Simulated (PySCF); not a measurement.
# The third ionisation energy along the 5p block

Calculated with PySCF 2.14 from differences of total energies of unrestricted determinants, without spin-orbit coupling. Values in eV. The last column holds reference values (NIST; (s) semi-empirical, (t) theoretical, else measured). Unmarked ones compare directly (S terms, centres of terms, or small fine structure); those marked * lie between the lowest fine-structure levels and include a spin-orbit shift.

```
                                                                              element                         configurations     PBE  r2SCAN  SCS-MP2 (valence)  CCSD (valence and next inner shell)  CCSD(T) (valence and next inner shell)  CCSD(T) (valence)           reference
In (x2c-TZVPPall with one added diffuse shell each of s, p, d, f type, spin-free X2C)              [Kr] 4d10 5s1 → [Kr] 4d10  28.545  28.239                n/a                               27.811                                  27.849                n/a              28.044
Sn (x2c-TZVPPall with one added diffuse shell each of s, p, d, f type, spin-free X2C)          [Kr] 4d10 5s2 → [Kr] 4d10 5s1  30.693  30.316             29.346                               30.238                                  30.320             29.467              30.506
Sb (x2c-TZVPPall with one added diffuse shell each of s, p, d, f type, spin-free X2C)      [Kr] 4d10 5s2 5p1 → [Kr] 4d10 5s2  24.698  24.829             24.310                               24.553                                  24.569             24.400            25.323 *
Te (x2c-TZVPPall with one added diffuse shell each of s, p, d, f type, spin-free X2C)  [Kr] 4d10 5s2 5p2 → [Kr] 4d10 5s2 5p1  27.484  27.652             27.181                               27.412                                  27.432             27.292      27.84 ± 0.04 *
 I (x2c-TZVPPall with one added diffuse shell each of s, p, d, f type, spin-free X2C)  [Kr] 4d10 5s2 5p3 → [Kr] 4d10 5s2 5p2  30.272  30.518             30.115                               30.342                                  30.366             30.241     29.57 ± 0.025 *
Xe (x2c-TZVPPall with one added diffuse shell each of s, p, d, f type, spin-free X2C)  [Kr] 4d10 5s2 5p4 → [Kr] 4d10 5s2 5p3  30.459  30.455             29.951                               30.126                                  30.154             30.038  31.05 ± 0.04 (s) *
```

"Valence" correlates the outer s and p shells and, in groups 3 to 12 and the f block, the outer d or f shell, open or full, or the next shell where the ion has no valence electron left; the wider scheme adds the next inner shell.
